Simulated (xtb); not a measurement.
C5H11Si (SMILES C=[C][Si](C)(C)C), doublet, geometry from GFN2-xTB; GFN0-xTB run with xtb.

xtb was given this input:
```
$ xtb mol.xyz --gfn 0 --uhf 1 --hess --json

# file mol.xyz
17

C      2.06786214     1.74813003    -0.40400846
C      0.94744866     1.17771277    -0.10424235
Si    -0.26267662    -0.19972994     0.05641011
C     -0.70919004    -0.37488162     1.90150174
C     -1.80525477     0.25556010    -0.96722848
C      0.42809799    -1.87456898    -0.57640950
H      2.24392170     2.80739708    -0.24657127
H      2.92197778     1.22572443    -0.83410363
H     -1.43197317    -1.17002222     2.05988663
H     -1.13933223     0.54240514     2.29074624
H      0.16790572    -0.60475005     2.49848666
H     -2.25043938     1.18136668    -0.61700064
H     -1.55643430     0.38754955    -2.01566091
H     -2.56445753    -0.51865903    -0.90469755
H      1.31483648    -2.16476627    -0.02132360
H     -0.30374718    -2.67051690    -0.47201190
H      0.70143109    -1.81122300    -1.62516930
```

**Question.** What does xtb print? Leave out banner, timings and long lists.

**Answer.** 
```
   ID    Z sym.   atoms
    1    6 C      1, 2, 4-6
    2   14 Si     3
    3    1 H      7-17

           -------------------------------------------------
          |                Calculation Setup                |
           -------------------------------------------------

           -------------------------------------------------
          |                 G F N 0 - x T B                 |
           -------------------------------------------------

          ...................................................
          :                      SETUP                      :
          :.................................................:
          :  # basis functions                  52          :
          :  # atomic orbitals                  51          :
          :  # shells                           35          :
          :  # electrons                        35          :
          :  electronic temp.          300.0000000     K    :
          :  accuracy                    1.0000000          :
          :  -> integral cutoff          0.2500000E+02      :
          :  -> integral neglect         0.1000000E-07      :
          ...................................................

         :::::::::::::::::::::::::::::::::::::::::::::::::::::
         ::                     SUMMARY                     ::
         :::::::::::::::::::::::::::::::::::::::::::::::::::::
         :: total energy             -18.376512961499 Eh    ::
         :: gradient norm              0.025474428894 Eh/a0 ::
         :: HOMO-LUMO gap              2.575582936865 eV    ::
         ::.................................................::
         :: H0 energy                -18.607273547046 Eh    ::
         :: repulsion energy           0.327938958412 Eh    ::
         :: electrostat energy        -0.092043839716 Eh    ::
         :: -> Gsolv                   0.000000000000 Eh    ::
         ::    -> Gsasa                0.000000000000 Eh    ::
         ::    -> Gshift               0.000000000000 Eh    ::
         :: dispersion energy         -0.005134533149 Eh    ::
         :: short-range corr.          0.000000000000 Eh    ::
         :: add. restraining           0.000000000000 Eh    ::
         :: total charge              -0.000000000000 e     ::
         :::::::::::::::::::::::::::::::::::::::::::::::::::::

           -------------------------------------------------
          |                Numerical Hessian                |
           -------------------------------------------------
step length          :   0.00500
SCC accuracy         :   0.30000
Hessian scale factor :   1.00000
frozen atoms in %    :   0.00000    0
RMS gradient         :   0.02547 !! INCOMPLETELY OPTIMIZED GEOMETRY !!
estimated CPU  time      0.01 min

writing file <hessian>.

 projected vibrational frequencies (cm⁻¹)
eigval :       -0.00    -0.00    -0.00    -0.00     0.00     0.00
eigval :     -212.44  -201.31  -190.27  -154.16   -59.04    95.39
eigval :      151.44   162.00   180.61   200.52   290.20   476.99
eigval :      559.28   587.43   603.78   622.96   637.91   641.73
eigval :      669.02   676.91   677.07   828.69   844.23  1242.09
eigval :     1249.28  1250.64  1331.22  1412.69  1412.94  1413.27
eigval :     1413.73  1414.24  1415.95  1707.88  3021.59  3078.77
eigval :     3082.53  3082.61  3091.54  3126.14  3128.37  3129.00
eigval :     3131.03  3133.76  3134.16
           -------------------------------------------------
          |                Property Printout                |
           -------------------------------------------------

    * Orbital Energies and Occupations

         #    Occupation            Energy/Eh            Energy/eV
      -------------------------------------------------------------
         1        2.0000           -0.6414283             -17.4542
       ...           ...                  ...                  ...
         6        2.0000           -0.5423356             -14.7577
[...]
          |             Thermodynamic Functions             |
           -------------------------------------------------

cs  symmetry found (for desy threshold:  0.10E+00) used in thermo

          ...................................................
          :                      SETUP                      :
          :.................................................:
          :  # frequencies                          40      :
          :  # imaginary freq.                       5      :
          :  linear?                             false      :
          :  only rotor calc.                    false      :
          :  symmetry                               cs      :
          :  rotational number                       1      :
          :  scaling factor                  1.0000000      :
          :  rotor cutoff                   50.0000000 cm⁻¹ :
          :  imag. cutoff                  -20.0000000 cm⁻¹ :
          :.................................................:

    mode    ω/cm⁻¹     T·S(HO)/kcal·mol⁻¹    T·S(FR)/kcal·mol⁻¹   T·S(vib)
   ------------------------------------------------------------------------
       1     95.39    -1.05732 ( 92.98%)    -0.86496 (  7.02%)    -1.04383
       2    151.44    -0.79131 ( 98.83%)    -0.72813 (  1.17%)    -0.79057
       3    162.00    -0.75322 ( 99.10%)    -0.70817 (  0.90%)    -0.75281
       4    180.61    -0.69234 ( 99.42%)    -0.67597 (  0.58%)    -0.69225
       5    200.52    -0.63455 ( 99.61%)    -0.64499 (  0.39%)    -0.63459
       6    290.20    -0.43911 ( 99.91%)    -0.53552 (  0.09%)    -0.43920
   ------------------------------------------------------------------------

   temp. (K)  partition function   enthalpy   heat capacity  entropy
                                   cal/mol     cal/K/mol   cal/K/mol   J/K/mol
 298.15  VIB   65.0                 3370.475     23.556     19.550
         ROT  0.271E+06              888.752      2.981     27.843
         INT  0.176E+08             4259.228     26.537     47.393
         TR   0.956E+27             1481.254      4.968     39.677
         TOT                        5740.4817    31.5050    87.0703   364.3019

       T/K    H(0)-H(T)+PV         H(T)/Eh          T*S/Eh         G(T)/Eh
   ------------------------------------------------------------------------
    298.15    0.914804E-02    0.141987E+00    0.413699E-01    0.100617E+00
   ------------------------------------------------------------------------

         :::::::::::::::::::::::::::::::::::::::::::::::::::::
         ::                  THERMODYNAMIC                  ::
         :::::::::::::::::::::::::::::::::::::::::::::::::::::
         :: total free energy         -18.275895727030 Eh   ::
         ::.................................................::
         :: total energy              -18.376512961499 Eh   ::
         :: zero point energy           0.132839081357 Eh   ::
         :: G(RRHO) w/o ZPVE           -0.032221846888 Eh   ::
         :: G(RRHO) contrib.            0.100617234469 Eh   ::
         :::::::::::::::::::::::::::::::::::::::::::::::::::::
imag cut-off (cm-1) :    5.00
 found            5  significant imaginary frequencies
 writing imag mode distorted coords to xtbhess.xyz
 for further optimization.

           -------------------------------------------------
          | TOTAL ENERGY              -18.376512961499 Eh   |
          | TOTAL ENTHALPY            -18.234525840292 Eh   |
          | TOTAL FREE ENERGY         -18.275895727030 Eh   |
          | GRADIENT NORM               0.025474428894 Eh/α |
          | HOMO-LUMO GAP               2.575582936865 eV   |
           -------------------------------------------------
########################################################################
[WARNING] Runtime exception occurred
-1- hessian_numhess: Hessian on incompletely optimized geometry!
########################################################################

normal termination of xtb
```
